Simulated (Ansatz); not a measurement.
`C[CH2][Ge][F]` + H₂O → `C[CH2][Ge][OH]` + H–F  (formal hydrolysis of a Ge–F bond)

Calculated with Ansatz (gas phase, PBE0-D4/def2-TZVP geometries, no zero-point term in ΔE). CBS: MP2 limit from def2 TZ/QZ plus the TZ coupled-cluster correction, frozen cores. This one scheme is used for every species. DFT in def2-TZVPP. B3LYP here is the variant with VWN-RPA as its local correlation; programs differ in this. For Ge outer-core shells are correlated without core-valence functions, which leaves a few kJ/mol of doubt a bond. Scalar relativity is left out up to krypton. One conformer a species, not always the lowest.

`C[CH2][Ge][F]`:

Cartesian coordinates in Å:
```
C -0.558 -0.170 0.743
C 0.700 -0.291 -0.104
Ge 0.948 1.022 -1.580
F -0.765 1.380 -1.829
H -1.453 -0.158 0.119
H -0.649 -0.998 1.451
H -0.560 0.756 1.323
H 0.725 -1.261 -0.629
H 1.612 -0.280 0.506
```

H₂O:

```xyz
3

O     0.254    0.290   -0.052
H    -0.694    0.361    0.077
H     0.440   -0.651   -0.025
```

`C[CH2][Ge][OH]`:

Cartesian coordinates in Å:
```
C 0.747 -0.644 0.098
C -0.349 -0.198 -0.854
Ge -1.562 1.307 -0.288
O -0.880 1.653 1.329
H 0.338 -1.000 1.049
H 1.343 -1.465 -0.311
H 1.446 0.168 0.321
H -1.019 -1.033 -1.103
H 0.071 0.115 -1.820
H -0.135 1.096 1.579
```

H–F:

Cartesian coordinates in Å:
```
F 0.410 0.207 -0.027
H -0.410 -0.207 0.027
```

Is it downhill or uphill in electronic energy at CCSD(T)/CBS, and by how much? (Best estimate.)

Computed: Uphill: ΔE = +24.4 kJ/mol.

What do these levels give: B2PLYP, r2SCAN, PBE0, B3LYP, r2SCANh, BHLYP, CCSD/def2-SVP, MP2/def2-TZVPP, SCS-MP2/def2-TZVPP, CCSD/def2-TZVPP, SCS-MP2/def2-QZVPP, MP2/CBS(def2)? (An estimate is asked.)

The calculation gave: B2PLYP 28.8, r2SCAN 28.3, PBE0 28.1, B3LYP 33.9, r2SCANh 28.2, BHLYP 35.1, CCSD/def2-SVP 30.4, MP2/def2-TZVPP 19.1, SCS-MP2/def2-TZVPP 23.8, CCSD/def2-TZVPP 25.0, SCS-MP2/def2-QZVPP 25.7, MP2/CBS(def2) 21.4 kJ/mol.

What do rigid-rotor, harmonic-oscillator terms from PBE0-D4/def2-TZVP frequencies (298.15 K, 1 bar) make of the CCSD(T)/CBS value? (Estimate.)

Ansatz gave: ΔZPE = +0.3 kJ/mol, ΔH = +23.6 kJ/mol, ΔS = -24 J/(mol·K), ΔG = +30.7 kJ/mol. Modes under 50 cm⁻¹ make the entropy rough.

Largest T1 diagnostic among the species: 0.014.

Leaving LDA and LC-ωPBE aside and taking each functional with its dispersion term where it has one, the values, not all of them listed here, spread over 8.1 kJ/mol, from PBE-QIDH to B97M-V. LDA lies −9.2 kJ/mol from PBE without D4. In def2-TZVPP, CCSD(T) changes the Hartree–Fock value by −18.1 kJ/mol (the triples alone add −2.9 kJ/mol) and MP2 by −21.1 kJ/mol. The D4 term adds −3.9 kJ/mol with B3LYP and −2.1 kJ/mol with PBE0; it sums over pairs of atoms, weighted by their polarisabilities, and B3LYP, whose exchange is more repulsive, gets the larger term.
